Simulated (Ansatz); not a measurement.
Calculated with Ansatz (gas phase, PBE0-D4/def2-TZVP geometries, no zero-point term in ΔE). CBS: MP2 limit from def2 TZ/QZ plus the TZ coupled-cluster correction, frozen cores. DFT in def2-TZVPP. Elements past krypton have def2 core potentials. For I outer-core shells are correlated without core-valence functions, which leaves a few kJ/mol of doubt a bond. One conformer a species, not always the lowest.

Reaction (redistribution): `O[SiH](I)[SiH2]F` + `F[SiH](Cl)Cl` → `O[SiH](F)[SiH2]F` + `Cl[SiH](Cl)I`

```tsv
level	ΔE (eV)
PBE0	0.14
SCS-MP2/def2-TZVPP	0.15
```

(1) What does CCSD(T)/CBS give? (Best estimate.)

Largest T1 diagnostic among the species: 0.012.

Results:

(1) Computed: +0.14 eV. The listed levels differ from it by 0.00, 0.01 eV.

In def2-TZVPP, CCSD(T) changes the Hartree–Fock value by −0.03 eV (the triples alone add −0.00 eV) and MP2 by −0.05 eV.
